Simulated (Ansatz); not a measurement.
Calculated with Ansatz (gas phase, PBE0-D4/def2-TZVP geometries, no zero-point term in ΔE). CBS: MP2 limit from def2 TZ/QZ plus the TZ coupled-cluster correction, frozen cores. This one scheme is used for every species. DFT in def2-TZVPP. One conformer a species, not always the lowest.

Reaction (hydrogenolysis of a C–F bond): `FCC(F)C(F)(F)OC(F)F` + H₂ → `FC[C@@H](F)[C@@H](F)OC(F)F` + H–F

CCSD(T)/CBS gives -17.0 kcal/mol.

(1) Another level gave -16.6 kcal/mol. Which?
A. r2SCAN/def2-TZVPP
B. CAM-B3LYP/def2-TZVPP
C. CCSD/def2-TZVPP
D. ωB97M-V/def2-TZVPP

Largest T1 diagnostic among the species: 0.012.

Results:

(1) C. CCSD/def2-TZVPP -16.6, CAM-B3LYP -14.7, r2SCAN -11.8, ωB97M-V -13.1 kcal/mol.

The D4 term adds +1.6 kcal/mol with B3LYP and +0.9 kcal/mol with PBE0; it sums over pairs of atoms, weighted by their polarisabilities, and B3LYP, whose exchange is more repulsive, gets the larger term. At CCSD(T), def2-SVP lies +7.6 kcal/mol from the extrapolated value and def2-TZVPP +1.4 kcal/mol.

CCSD(T)/CBS has its own doubt, a few kJ/mol and more with outer-core shells, so smaller differences from it don't rank the levels.

B3LYP here is the variant with VWN-RPA as its local correlation; programs differ in this.
